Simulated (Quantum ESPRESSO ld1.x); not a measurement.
Problem. The holmium ion Ho5+, configuration [Kr] 4d10 4f9 5s2 5p5. All-electron calculation, Dirac Kohn-Sham, LDA (Slater exchange, Perdew-Zunger correlation), spin-unpolarised, spherical densities, point nucleus; open shells fill j = l - 1/2 first. Program: ld1.x of Quantum ESPRESSO 7.5.

Spin-orbit splittings of the eigenvalues, e(l+1/2) - e(l-1/2), with zeta = 2 splitting/(2l+1) and mean radii in bohr:

shell  occ.  splitting (eV)  zeta (eV)  <r> j=l-1/2  <r> j=l+1/2
2p        6           855.9      570.6      0.07293      0.08010
3p        6           178.7      119.1       0.2193       0.2329
3d       10           39.06      15.62       0.2055       0.2097
4p        6               ?          ?       0.5271       0.5579
4d       10           7.417      2.967       0.5859       0.5966
4f        9           1.134     0.3240       0.7301       0.7387
5p        5           6.441      4.294        1.320        1.396

Estimate the 4p splitting.

Solution. 40.56 eV (zeta = 27.04 eV).
